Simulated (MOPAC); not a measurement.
MOPAC input (PM7):

```
PM7 PRECISE GNORM=0.05 LET XYZ UHF MS=0.5 GEO-OK AUX(PRECISION=9) THREADS=1
H2FO2Si

O     1.14632500 1   -0.77271000 1    0.67402600 1
Si   -0.00835500 1   -0.16987700 1   -0.33167100 1
O    -1.44350000 1   -0.24778000 1    0.45065500 1
F     0.23417800 1    1.38600800 1   -0.62329600 1
H     2.04185900 1   -0.87053700 1    0.33729900 1
H    -1.65508700 1   -1.06133900 1    0.91830000 1
```

Output:

```
 *******************************************************************************
 **                                                                           **
 **                              MOPAC v23.2.5                                **
 **                                                                           **
 *******************************************************************************
 ** MOPAC's Digital Object Identifier: https://doi.org/10.5281/zenodo.6511958 **
 **                                                                           **
 ** Please cite the open-source release paper for use of this MOPAC version:  **
 ** J. E. Moussa and J. J. P. Stewart (2026)                                  **
 ** MOPAC: An open-source semiempirical molecular orbital program             **
 ** J. Open Source Softw., 11(119), 8025, https://doi.org/10.21105/joss.08025 **
 *******************************************************************************

                              PM7 CALCULATION RESULTS

 *******************************************************************************
 *  PM7        - The PM7 Hamiltonian to be used
 *  GEO-OK     - OVERRIDE INTERATOMIC DISTANCE AND OTHER SAFETY CHECKS
 *  UHF        - UNRESTRICTED HARTREE-FOCK CALCULATION
 *  MS=        - IN MECI, MAGNETIC COMPONENT OF SPIN =  0.5
 *  LET        - OVERRIDE SOME SAFETY CHECKS
 *  PRECISE    - TIGHTER CRITERIA TO BE USED
 *  XYZ        - CARTESIAN COORDINATE SYSTEM TO BE USED
 *  GNORM      - EXIT WHEN GRADIENT NORM DROPS BELOW 0.050
 *  AUX        - OUTPUT AUXILIARY INFORMATION
 *******************************************************************************
PM7 PRECISE GNORM=0.05 LET XYZ UHF MS=0.5 GEO-OK AUX(PRECISION=9) THREADS=1
 H2FO2Si

   ATOM   CHEMICAL          X               Y               Z
  NUMBER   SYMBOL      (ANGSTROMS)     (ANGSTROMS)     (ANGSTROMS)

     1       O          1.14632500  *  -0.77271000  *   0.67402600  *
     2      Si         -0.00835500  *  -0.16987700  *  -0.33167100  *
     3       O         -1.44350000  *  -0.24778000  *   0.45065500  *
     4       F          0.23417800  *   1.38600800  *  -0.62329600  *
     5       H          2.04185900  *  -0.87053700  *   0.33729900  *
     6       H         -1.65508700  *  -1.06133900  *   0.91830000  *

          CARTESIAN COORDINATES

    NO.       ATOM           X           Y           Z

     1         O          1.1463     -0.7727      0.6740
     2        Si         -0.0084     -0.1699     -0.3317
     3         O         -1.4435     -0.2478      0.4507
     4         F          0.2342      1.3860     -0.6233
     5         H          2.0419     -0.8705      0.3373
     6         H         -1.6551     -1.0613      0.9183

 General Reference for PM7:
 "Optimization of Parameters for Semiempirical Methods VI: More Modifications to the
 NDDO Approximations and Re-optimization of Parameters", J. J. P. Stewart, J. Mol. Mod., 1:32, 19 (2013)
 https://link.springer.com/article/10.1007/s00894-012-1667-x

           Empirical Formula: H2 O2 Si F  =     6 atoms

      MOLECULAR POINT GROUP   :   C1

          UHF CALCULATION, NO. OF ALPHA ELECTRONS =   13
                           NO. OF BETA  ELECTRONS =   12

          Geometry optimization using EF

          DIAGONAL MATRIX USED AS START HESSIAN

 CYCLE:     1  GRAD.:   115.759 HEAT: -209.0167
 CYCLE:     2  GRAD.:   115.904 HEAT: -213.7256
 CYCLE:     3  GRAD.:    87.356 HEAT: -217.9881
 CYCLE:     4  GRAD.:   156.422 HEAT: -211.3816
 CYCLE:     5  GRAD.:   109.226 HEAT: -213.3345
 CYCLE:     6  GRAD.:    83.492 HEAT: -219.6129
 CYCLE:     7  GRAD.:   405.473 HEAT: -184.6286
 CYCLE:     8  GRAD.:    53.909 HEAT: -220.6785
 CYCLE:     9  GRAD.:    50.763 HEAT: -220.7851
 CYCLE:    10  GRAD.:    27.810 HEAT: -221.7434
 CYCLE:    11  GRAD.:    55.896 HEAT: -221.0330
 CYCLE:    12  GRAD.:     6.049 HEAT: -222.1402
 CYCLE:    13  GRAD.:     4.716 HEAT: -222.2086
 CYCLE:    14  GRAD.:     4.897 HEAT: -222.3626
 CYCLE:    15  GRAD.:     2.206 HEAT: -222.4004
 CYCLE:    16  GRAD.:     1.642 HEAT: -222.4043
 CYCLE:    17  GRAD.:     0.964 HEAT: -222.4066
 CYCLE:    18  GRAD.:     1.288 HEAT: -222.4116
 CYCLE:    19  GRAD.:     2.330 HEAT: -222.4216
 CYCLE:    20  GRAD.:     2.833 HEAT: -222.4342
 CYCLE:    21  GRAD.:     2.369 HEAT: -222.4447
 CYCLE:    22  GRAD.:     3.417 HEAT: -222.4671
 CYCLE:    23  GRAD.:     3.610 HEAT: -222.4828
 CYCLE:    24  GRAD.:    13.527 HEAT: -222.4183
 CYCLE:    25  GRAD.:     1.737 HEAT: -222.4944
 CYCLE:    26  GRAD.:     1.486 HEAT: -222.5030
 CYCLE:    27  GRAD.:     1.143 HEAT: -222.5082
 CYCLE:    28  GRAD.:     1.790 HEAT: -222.5129
 CYCLE:    29  GRAD.:     1.881 HEAT: -222.5164
 CYCLE:    30  GRAD.:     0.896 HEAT: -222.5228
 CYCLE:    31  GRAD.:     1.731 HEAT: -222.5224
 CYCLE:    32  GRAD.:     0.313 HEAT: -222.5239
 CYCLE:    33  GRAD.:     0.260 HEAT: -222.5241
 CYCLE:    34  GRAD.:     0.723 HEAT: -222.5256
 CYCLE:    35  GRAD.:     0.940 HEAT: -222.5266
 CYCLE:    36  GRAD.:     1.111 HEAT: -222.5286
 CYCLE:    37  GRAD.:     1.482 HEAT: -222.5309
 CYCLE:    38  GRAD.:     0.811 HEAT: -222.5324
 CYCLE:    39  GRAD.:     0.772 HEAT: -222.5328
 CYCLE:    40  GRAD.:     0.147 HEAT: -222.5333
 CYCLE:    41  GRAD.:     0.164 HEAT: -222.5333
 CYCLE:    42  GRAD.:     0.138 HEAT: -222.5334
 CYCLE:    43  GRAD.:     0.083 HEAT: -222.5334
 CYCLE:    44  GRAD.:     0.024 HEAT: -222.5334

     GRADIENT =  0.02417 IS LESS THAN CUTOFF =  0.05000

 -------------------------------------------------------------------------------
 PM7 PRECISE GNORM=0.05 LET XYZ UHF MS=0.5 GEO-OK AUX(PRECISION=9) THREADS=1
 H2FO2Si

     GEOMETRY OPTIMISED USING EIGENVECTOR FOLLOWING (EF).
     SCF FIELD WAS ACHIEVED

                              PM7 CALCULATION
                                                       MOPAC v23.2.5 Linux

          FINAL HEAT OF FORMATION =       -222.53339 KCAL/MOL =    -931.07969 KJ/MOL

          COSMO AREA              =         94.51 SQUARE ANGSTROMS
          COSMO VOLUME            =         80.20 CUBIC ANGSTROMS

          GRADIENT NORM           =          0.02417          =       0.00987 PER ATOM
          IONIZATION POTENTIAL    =          9.202566 EV
          ALPHA SOMO LUMO (EV)    =         -9.203  0.971
          BETA  SOMO LUMO (EV)    =        -12.885 -1.551
          NO. OF ALPHA ELECTRONS  =         13
          NO. OF BETA  ELECTRONS  =         12
          MOLECULAR WEIGHT        =         81.0985         POINT GROUP:  C1

          MOLECULAR DIMENSIONS (Angstroms)

            Atom       Atom       Distance
            H     6    H     5     4.12706
            F     4    O     1     2.55086
            O     1    O     3     0.57386

          SCF CALCULATIONS        =         45

   ATOM   CHEMICAL          X               Y               Z
  NUMBER   SYMBOL      (ANGSTROMS)     (ANGSTROMS)     (ANGSTROMS)

     1       O          1.21193861  *  -0.81974044  *   0.53067605  *
     2      Si          0.00134347  *   0.00075846  *   0.03340206  *
     3       O         -1.45902548  *  -0.43984137  *   0.23615178  *
     4       F          0.22775265  *   1.33031905  *  -0.72522520  *
     5       H          2.09510446  *  -0.93438273  *   0.16008358  *
     6       H         -1.93119412  *  -0.70386477  *   1.03668135  *

                             CARTESIAN COORDINATES

   1    O        1.211938610    -0.819740437     0.530676055
   2   Si        0.001343467     0.000758459     0.033402056
   3    O       -1.459025480    -0.439841367     0.236151780
   4    F        0.227752647     1.330319054    -0.725225200
   5    H        2.095104455    -0.934382725     0.160083579
   6    H       -1.931194123    -0.703864767     1.036681350

           Empirical Formula: H2 O2 Si F  =     6 atoms

      MOLECULAR POINT GROUP   :   C1

          ALPHA EIGENVALUES
 -40.67384 -31.03782 -30.94802 -19.01160 -18.69092 -16.22994 -16.18138 -15.62727
 -14.52084 -14.26955 -13.49920 -13.16552  -9.20257   0.97055   1.04346   2.44948
   5.16625   6.37384  21.73723  22.14378  22.36894  24.30272  24.33318

           BETA EIGENVALUES
 -40.56869 -30.70192 -30.55513 -18.87137 -18.54641 -16.17060 -15.92779 -15.54366
 -13.99017 -13.76609 -13.28029 -12.88498  -1.55129   1.01727   1.10197   2.83138
   5.26475   6.76095  21.98117  22.38492  22.55831  24.35194  24.38968

              NET ATOMIC CHARGES AND DIPOLE CONTRIBUTIONS

  ATOM NO.   TYPE          CHARGE      No. of ELECS.   s-Pop       p-Pop       d-Pop
    1          O          -0.531979        6.5320     1.65639     4.87559
    2         Si           0.509015        3.4910     0.49903     2.59228     0.39968
    3          O          -0.508663        6.5087     1.65492     4.85374
    4          F          -0.247327        7.2473     1.91404     5.33329
    5          H           0.391172        0.6088     0.60883
    6          H           0.387783        0.6122     0.61222
 DIPOLE           X         Y         Z       TOTAL
 POINT-CHG.     0.540    -1.476     1.242     2.003
 HYBRID         0.058     0.028    -0.042     0.077
 SUM            0.598    -1.447     1.200     1.973

          ATOMIC ORBITAL ELECTRON POPULATIONS

     Atom    s        px        py        pz      x^2-y^2     xz        z^2       yz        xy
    1  O   1.65639   1.41058   1.75772   1.70729
    2 Si   0.49903   0.65904   0.80086   1.13238   0.10863   0.07520   0.05195   0.05224   0.11167
    3  O   1.65492   1.53686   1.79100   1.52589
    4  F   1.91404   1.90248   1.61155   1.81926
    5  H   0.60883
    6  H   0.61222

                    (SZ)    =    0.500000
                    (S**2)  =    0.751768

          ATOMIC ORBITAL SPIN POPULATIONS

    Atom   Total    s     px     py     pz   x^2-y^2  xz     z^2    yz     xy
         Atomic
    1  O  0.1198  0.010  0.008  0.039  0.063
    2 Si  0.7384  0.014 -0.000  0.148  0.586 -0.001 -0.004 -0.002 -0.001 -0.002
    3  O  0.0916  0.010  0.002  0.040  0.040
    4  F  0.0390  0.001 -0.001  0.011  0.028
    5  H  0.0012  0.001
    6  H  0.0101  0.010

 **********************
 *                    *
 * JOB ENDED NORMALLY *
 *                    *
 **********************

 == MOPAC DONE ==
```

The geometry given is a B3LYP-D3(BJ)/def2-TZVP minimum.
